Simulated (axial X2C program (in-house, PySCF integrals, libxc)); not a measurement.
ZrP⁻: from Re and ωe to a spectrum

A bond curve at the PBE0 level, with spin–orbit coupling, was computed with an in-house relativistic program for diatomic molecules (basis Zr dyall-acv3z [12s13p10d6f3g], P dyall-av3z [9s8p3d2f] (cores contracted in-house)) for the state Ω = 0 (closed shell). Its fit gives Re = 2.1954 Å, ωe = 540.1 cm⁻¹, ωexe = 1.16 cm⁻¹ and αe = 4.536e-04 cm⁻¹; the masses are 89.9047 and 30.9738 u. Two-component means X2C with spin–orbit coupling and atomic mean-field Coulomb and Gaunt terms.

Task: Find the reduced mass, Be and the force constant.

Result: From the PBE0 values: μ = 23.0371 u. Be = 16.8576/(μ Re²) = 0.1518 cm⁻¹. k = 5.8918×10⁻⁷ μ ωe² = 3.96 mdyn/Å.

Task: Give B0, the J = 1←0 line in GHz and the most populated J at 300 K (kT = 208.5 cm⁻¹).

Result: B0 = Be − αe/2 = 0.1516 cm⁻¹; 2B0 = 9.09 GHz; J(max) ≈ √(kT/2B0) − 1/2 = 25.7, so J = 26.

Task: Estimate the centrifugal constant by the Kratzer relation.

Result: D = 4Be³/ωe² = 4.80e-08 cm⁻¹.

Task: A Morse curve ties αe to the other constants (Pekeris). How well does that hold?

Result: αe(Morse) = 6Be²/ωe × (√(ωexe/Be) − 1) = 4.517e-04 cm⁻¹; the PBE0 curve gives 4.536e-04 cm⁻¹, a ratio of 1.00.

Task: Where do the fundamental and the first overtone lie?

Result: ν(1←0) = ωe − 2ωexe = 537.8 cm⁻¹; ν(2←0) = 2ωe − 6ωexe = 1073.2 cm⁻¹.

One determinant describes the state; a PBE0 search over occupations chose it and may have missed a lower one. PBE0 can misorder states that lie within some tenths of an eV, so this need not be the ground state of the molecule. The nearest other 2c determinant of the search, Ω = 1, lies 0.41 eV up at the distance of the search.
